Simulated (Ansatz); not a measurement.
Geometry optimisation, Ansatz, RKS PBE0/6-31G.

The input (input.yaml):

```yaml
crystal:
  periodic: [false, false, false]
  atoms:
    - { symbol: "N", position_ang: [-0.017, 0.7068, 1.4396] }
    - { symbol: B, position_ang: [-0.5379, -0.3044, 0.4319] }
    - { symbol: C, position_ang: [0.0713, -0.4024, -1.036] }
    - { symbol: F, position_ang: [1.1495, 0.5756, -1.1961] }
    - { symbol: F, position_ang: [0.6725, -1.6604, -1.2044] }
    - { symbol: H, position_ang: [0.961, 0.632, 1.564] }
    - { symbol: H, position_ang: [-0.1732, 1.6882, 0.9841] }
    - { symbol: H, position_ang: [-1.3493, -1.0387, 0.7385] }
    - { symbol: H, position_ang: [-0.6884, -0.243, -1.7388] }
basis:
  gaussian: { orbitals: "6-31G" }
hamiltonian:
  xc: pbe0
relax:
  f_tol: 0.02
  max_steps: 40
scf:
  lower_state_search: "off"
```

Launched with:

```bash
$ ansatz run input.yaml --threads 1 --pin off --max-ram 2048MiB --backend cpu --events-out ev --progress --plain --runs-dir out
```

Question: Where does it end, and by what steps?

Answer: It converged. Limits of this set-up: no polarisation functions. After 16 steps the energy has fallen by 2.161 eV; H6 moved furthest, 1.21 Å.

```tsv
step	energy less start (eV)	largest force component (eV/Å)	accepted
0	0.0000	2.588	yes
1	-0.3068	1.274	yes
2	-0.3778	0.575	yes
3	-0.4035	0.597	yes
4	-0.4718	0.410	yes
5	-0.7278	1.365	yes
6	-1.1163	1.736	yes
7	-1.5146	1.510	yes
8	-1.8686	0.920	yes
9	-2.0717	0.513	yes
10	-2.1479	0.454	yes
11	-1.9951	1.313	no
12	-2.1597	0.127	yes
13	-2.1606	0.047	yes
14	-2.1602	0.230	no
15	-2.1608	0.020	yes
16	-2.1609	0.015	yes
```

```xyz
9
Properties=species:S:1:pos:R:3
N 0.116 0.721 1.219
B -0.363 -0.336 0.464
C -0.002 -0.359 -1.081
F 0.855 0.731 -1.404
F 0.709 -1.549 -1.375
H -0.049 0.819 2.208
H 0.690 1.439 0.797
H -1.028 -1.205 0.937
H -0.840 -0.308 -1.782
```

Whether the end is a true minimum wasn't checked by a vibrational analysis.

The run took 37 s on 1 thread of Arm Neoverse V2, with other jobs on the host, peak memory 0.14 GiB.
